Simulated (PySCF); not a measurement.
All of these have the formula C6H8N2OSi. Method used: TDDFT PBE0/def2-SVPD, vertical, gas phase, core orbitals frozen in the response (PySCF). Geometries: PBE0-D3(BJ)/def2-SVP; one conformer of each isolated species. Triplets are in the Tamm–Dancoff approximation.

A. `C#C[SiH2]n1cncc1OC`
B. `N#CC1(C#N)COCC[SiH2]1`
C. `C#Cc1nccn1[SiH2]OC`

Lowest singlet levels (six at most, fewer where fewer were computed) with oscillator strengths:

1. 189 nm (f 0.005); 179 nm (f 0.030); 173 nm (f 0.016); 172 nm (f 0.016); 169 nm (f 0.004); 166 nm (f 0.010); T1 5.96 eV
2. 243 nm (f 0.300); 238 nm (f 0.000); 221 nm (f 0.002); 217 nm (f 0.000); 208 nm (f 0.000); 207 nm (f 0.009); T1 3.47 eV
3. 276 nm (f 0.000); 257 nm (f 0.006); 222 nm (f 0.004); 213 nm (f 0.004); 209 nm (f 0.146); 209 nm (f 0.000); T1 4.17 eV

Question: Which spectrum belongs to which structure?

Answer: 1 = B, 2 = C, 3 = A.
- A: S1 at 4.50 eV, HOMO→LUMO (100%); Löwdin shares by element: HOMO carbon 62% or more, oxygen 16% (atoms not listed hold the other 22%); LUMO carbon 57% or more, silicon 21%, hydrogen 6% or more (atoms not listed hold the other 16%); HOMO -6.07 and LUMO -0.69 eV; point group Cs, 2 of its 6 listed states under f = 0.0005.
- B: S1 at 6.55 eV, HOMO→LUMO (63%), HOMO→LUMO+1 (13%), HOMO-1→LUMO (9%); Löwdin shares by element: HOMO oxygen 38%, carbon 18% or more, nitrogen 7% or more (atoms not listed hold the other 37%); LUMO nitrogen 27%, silicon 18%, carbon 13% or more (atoms not listed hold the other 42%); HOMO -8.47 and LUMO -0.51 eV.
- C: S1 at 5.10 eV, HOMO→LUMO (93%); Löwdin shares by element: HOMO carbon 71% or more (atoms not listed hold the other 29%); LUMO carbon 48% or more, nitrogen 15% or more (atoms not listed hold the other 37%); HOMO -6.49 and LUMO -0.78 eV.
